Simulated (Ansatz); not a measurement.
Isolated molecules relaxed with PBE0-D4/def2-TZVP in Ansatz; ΔE leaves out vibrations. CBS: MP2 limit from def2 TZ/QZ plus the TZ coupled-cluster correction, frozen cores. This one scheme is used for every species. Double bonds are as drawn, so ΔE can hold a change between cis and trans. Each species was taken in one conformer, which may not be the lowest.

Reaction (formal exchange of groups at a C–F bond): `C/C=C/CF` + SiH₄ → `C/C=C\C[SiH3]` + H–F

`C/C=C/CF`:

Z-matrix (Å, degrees):
```
C
C 1 1.489
H 1 1.095 2 111.0
H 1 1.092 2 111.7 3 120.9
H 1 1.095 2 111.0 3 -118.3
C 2 1.325 1 124.7 3 -120.8
H 2 1.087 1 117.0 3 59.2
C 6 1.487 2 125.1 1 -180.0
H 6 1.089 2 120.3 1 0.0
F 8 1.379 6 112.0 2 0.0
H 8 1.097 6 110.8 2 120.3
H 8 1.097 6 110.8 2 -120.2
```

SiH₄:

Z-matrix (Å, degrees):
```
Si
H 1 1.485
H 1 1.485 2 109.5
H 1 1.485 2 109.5 3 -120.0
H 1 1.485 2 109.5 3 120.0
```

`C/C=C\C[SiH3]`:

```xyz
15

C     0.332   -1.963    0.672
C    -0.270   -1.440   -0.586
C    -0.762   -0.220   -0.792
C    -0.798    0.913    0.180
Si    0.683    2.050   -0.081
H     1.375   -2.254    0.511
H     0.315   -1.235    1.484
H    -0.193   -2.861    1.013
H    -0.305   -2.138   -1.419
H    -1.150    0.005   -1.782
H    -0.784    0.569    1.218
H    -1.709    1.504    0.051
H     0.725    2.516   -1.493
H     0.603    3.242    0.809
H     1.940    1.314    0.216
```

H–F:

```xyz
2

F     0.016    0.364    0.280
H    -0.016   -0.364   -0.280
```

```tsv
species	CCSD(T)/CBS(def2) energy (Eh)
`C/C=C/CF`	-256.18910
SiH₄	-291.46306
`C/C=C\C[SiH3]`	-447.28765
H–F	-100.39570
```

Problem. Work out ΔE.

Solution. ΔE = (-447.28765) + (-100.39570) − (-256.18910) − (-291.46306) = -0.03119 Eh = -81.9 kJ/mol.

Largest T1 diagnostic among the species: 0.011.

From PBE to PBE0 (25 % exact exchange), in def2-TZVPP and without D4, ΔE moves by −3.7 kJ/mol. The D4 term adds −13.0 kJ/mol with B3LYP and −7.4 kJ/mol with PBE0; it sums over pairs of atoms, weighted by their polarisabilities, and B3LYP, whose exchange is more repulsive, gets the larger term. In def2-TZVPP, CCSD(T) changes the Hartree–Fock value by −32.4 kJ/mol (the triples alone add −3.6 kJ/mol) and MP2 by −46.9 kJ/mol.

B3LYP here is the variant with VWN-RPA as its local correlation; programs differ in this.
